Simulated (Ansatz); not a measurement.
CH5FGe (`[CH3][GeH2][F]`), relaxed with RKS PBE0-D4/def2-TZVP in Ansatz 0.2.0 from a GFN2-xTB geometry. The force threshold is 0.005 eV/Å; the program also tests the step.

The species carries charge 0 and has multiplicity 1.

Start:

```xyz
8

C    -0.639    0.709    0.482
Ge    0.408   -0.705   -0.390
F     1.950    0.043   -0.750
H    -1.634    0.366    0.751
H    -0.734    1.561   -0.189
H    -0.129    1.039    1.384
H    -0.046   -1.144   -1.757
H     0.823   -1.869    0.469
```

(1) How much energy does the relaxation release, and in how many steps? (Best estimate.)

(2) Which bonds change most? (Best estimate.)

(3) Give the relaxed structure. (Best estimate.)

Results:

(1) The calculation gave: 1.34 kcal/mol, in 4 steps.

(2) Computed: Ge2–H8 from 1.505 to 1.538 Å; Ge2–H7 from 1.505 to 1.538 Å; C1–Ge2 from 1.964 to 1.936 Å; C1–H4 from 1.086 to 1.092 Å.

(3) Ansatz gave: 
```xyz
8

C    -0.618    0.699    0.470
Ge    0.449   -0.667   -0.394
F     1.993    0.068   -0.755
H    -1.605    0.304    0.722
H    -0.740    1.552   -0.197
H    -0.127    1.030    1.385
H    -0.118   -1.122   -1.749
H     0.767   -1.864    0.518
```
